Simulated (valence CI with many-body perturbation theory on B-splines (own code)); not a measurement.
Results of a calculation; reference values are marked as such.
## Tc¹²⁺: magnetic and hyperfine properties of the levels

Level of theory: configuration interaction combined with many-body perturbation theory (CI+MBPT): three valence electrons over a frozen Dirac-Fock core [Ar] 3d10, radial functions for each j: 11 s, 11 p, 10 d, 8 f, 5 g, 2 h, with the one-electron correlation potential Σ1 (screened to all orders), the two-electron term Σ2, the three-electron term Σ3, Breit, model QED; selected single and double excitations, second order for the rest, scaled by the run's own slope (own B-spline code, finite nucleus).

No measured spectrum was set against this ion. As an estimate, levels hold to about 250 cm⁻¹ or 0.2 % of their energy and the worst to 1 %, as in measured heavy ions of charge 2 to 7; those with d or f electrons hold less well.

A/g_I is the dipole constant over the nuclear g factor μ/I (μ in nuclear magnetons, uniformly magnetised nucleus), B/Q the quadrupole constant per barn. Both hold the static response of the core; the bare values leave it out. Large factors of s and p1/2 electrons are usually good to 5 to 10 %; those of open d and f shells near neutrality can be off by tens of per cent, and small factors of p3/2, d and f electrons come from cancelling terms and can be off by a factor of two or in sign, in half-filled shells by more. B is blank for J = 1/2, where it vanishes, and for nearly pure S terms. Energies count from the lowest level.

Names give the largest LS component (configuration and term), which can be under half, so a name can repeat, a term be missing and a line seem to break the LS rules; names also repeat where a configuration has a term twice. Letters in brackets count levels of one name in rising energy.

| Level | E (eV) | g | A/g_I (MHz) | A/g_I bare | B/Q (MHz/b) | B/Q bare |
| --- | --- | --- | --- | --- | --- | --- |
| 4s2.4p 2P°_1/2 | 0.000 | 0.665 | 27300 | 25600 |  |  |
| 4s2.4p 2P°_3/2 | 4.161 | 1.333 | 4880 | 4490 | 8920 | 8240 |
| 4s.4p2 4P_1/2 | 26.448 | 2.624 | 62600 | 58600 |  |  |
| 4s.4p2 4P_3/2 | 28.522 | 1.724 | 24700 | 23100 | 7350 | 6780 |
| 4s.4p2 4P_5/2 | 30.308 | 1.554 | 25900 | 24200 | -6790 | -6270 |
| 4s.4p2 2D_3/2 | 35.265 | 0.828 | -5400 | -5060 | 11500 | 10600 |
| 4s.4p2 2D_5/2 | 36.350 | 1.246 | 24500 | 23000 | 14800 | 13700 |
| 4s.4p2 2P_1/2 | 39.635 | 1.304 | 31200 | 29300 |  |  |
| 4s.4p2 2S_1/2 | 43.773 | 1.408 | 70400 | 66000 |  |  |
| 4s.4p2 2P_3/2 | 44.630 | 1.314 | -7650 | -7210 | -8500 | -7880 |
| 4s2.4d 2D_3/2 | 56.842 | 0.800 | 1110 | 1090 | 1900 | 1710 |
| 4s2.4d 2D_5/2 | 57.488 | 1.200 | 2110 | 2010 | 2590 | 2320 |
| 4p3 4S°_3/2 [a] | 65.909 | 1.427 | 3230 | 3070 | 5990 | 5530 |
| 4p3 4S°_3/2 [b] | 68.105 | 1.382 | -402 | -325 | 380 | 349 |
| 4p3 2D°_5/2 | 68.462 | 1.199 | 9460 | 8870 | -1470 | -1370 |
| 4p3 2P°_1/2 | 73.189 | 0.665 | 25600 | 23900 |  |  |
| 4p3 2P°_3/2 | 75.268 | 1.321 | 4010 | 3790 | -6690 | -6200 |
| 4s.4p.4d 4F°_3/2 | 77.968 | 0.422 | -10400 | -9680 | 3920 | 3570 |
| 4s.4p.4d 4F°_5/2 | 78.823 | 1.039 | 9540 | 8970 | 2660 | 2400 |
| 4s.4p.4d 4F°_7/2 | 80.177 | 1.245 | 13500 | 12700 | 3830 | 3460 |
| 4s.4p.4d 4F°_9/2 | 82.303 | 1.333 | 13100 | 12300 | 10900 | 9990 |
| 4s.4p.4d 4P°_5/2 [a] | 82.543 | 1.482 | 16000 | 15000 | 2680 | 2410 |
| 4s.4p.4d 4D°_3/2 | 83.091 | 1.392 | 9630 | 9100 | 1960 | 1790 |
| 4s.4p.4d 4D°_1/2 | 83.413 | 0.369 | -28800 | -26900 |  |  |
| 4s.4p.4d 4D°_5/2 | 85.627 | 1.248 | 15200 | 14200 | -2030 | -1880 |
| 4s.4p.4d 2D°_3/2 [a] | 85.669 | 1.084 | 383 | 352 | -1850 | -1710 |
| 4s.4p.4d 4P°_1/2 | 85.676 | 2.309 | 49700 | 46600 |  |  |
| 4s.4p.4d 4D°_7/2 | 85.889 | 1.414 | 15700 | 14800 | -4640 | -4300 |
| 4s.4p.4d 4P°_3/2 | 86.053 | 1.250 | 6940 | 6580 | -4390 | -4050 |
| 4s.4p.4d 4P°_5/2 [b] | 86.306 | 1.313 | 15600 | 14700 | -4220 | -3900 |
| 4s.4p.4d 2F°_5/2 [a] | 88.014 | 0.976 | 11400 | 10700 | 5850 | 5350 |
| 4s.4p.4d 2F°_7/2 [a] | 90.908 | 1.143 | -428 | -386 | 10700 | 9820 |
| 4s.4p.4d 2P°_3/2 [a] | 92.697 | 1.229 | 5600 | 5250 | 1070 | 966 |
| 4s.4p.4d 2F°_7/2 [b] | 93.429 | 1.150 | 12400 | 11700 | 9090 | 8310 |
| 4s.4p.4d 2F°_5/2 [b] | 93.741 | 0.866 | -6300 | -5890 | 7870 | 7200 |
| 4s.4p.4d 2P°_1/2 [a] | 94.928 | 0.661 | -30000 | -28000 |  |  |
| 4s.4p.4d 2P°_1/2 [b] | 96.481 | 0.658 | 6800 | 6430 |  |  |
| 4s.4p.4d 2D°_3/2 [b] | 97.196 | 1.060 | 18100 | 17000 | -709 | -696 |
| 4s.4p.4d 2P°_3/2 [b] | 97.336 | 1.164 | 341 | 396 | -3850 | -3580 |
| 4s.4p.4d 2D°_5/2 | 97.704 | 1.189 | -4670 | -4340 | -6740 | -6270 |

Problem. Take the isotope of mass number 99, with I = 9/2, μ = 5.678 μN and Q = -0.129 b. What is the hyperfine structure of 4s.4p2 4P_1/2?

Solution. From the table A = 79000 MHz. Shifts from the centre of gravity in MHz: F = 4: -217000, F = 5: 178000.
